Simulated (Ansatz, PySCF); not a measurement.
Reaction (SMILES): ClCCl → Cl[CH]Cl + H atom (the C-H bond at the site shown breaks; other sites are not compared here)
Each molecule is optimised on its own at B3LYP-D3(BJ)/def2-TZVP (Ansatz, a first-principles code).

Property: bond dissociation energy (enthalpy at 298 K, with B3LYP-D3(BJ) rigid-rotor harmonic-oscillator terms from PySCF), in eV. Correlated levels leave the core frozen unless marked. UHF or UKS for open shells. No spin-orbit coupling. Non-relativistic. CBS marks a two-point X^-3 extrapolation of the correlation energy; Hartree-Fock from the larger set. [CCSD(T)-MP2]/basis is that difference in the basis named.

Level to compare with: RI-MP2/CBS(aug-cc-pV(T+d)Z,aug-cc-pV(Q+d)Z)+[CCSD(T)-MP2]/aug-cc-pV(T+d)Z (Ansatz), 4.19 eV. It is a level with limits of its own, and the differences hold the functionals' basis error too.

### Question
Rank these functionals by how close they come to RI-MP2/CBS(aug-cc-pV(T+d)Z,aug-cc-pV(Q+d)Z)+[CCSD(T)-MP2]/aug-cc-pV(T+d)Z, closest first: M06-2X/def2-TZVPD (PySCF); B3LYP/def2-TZVPD (Ansatz); r2SCANh/def2-TZVPD (Ansatz).

### Answer
M06-2X/def2-TZVPD (hybrid meta-GGA, 4.12 eV, difference -0.07), B3LYP/def2-TZVPD (global hybrid, 4.01 eV, difference -0.18), r2SCANh/def2-TZVPD (hybrid meta-GGA, 3.89 eV, difference -0.30)
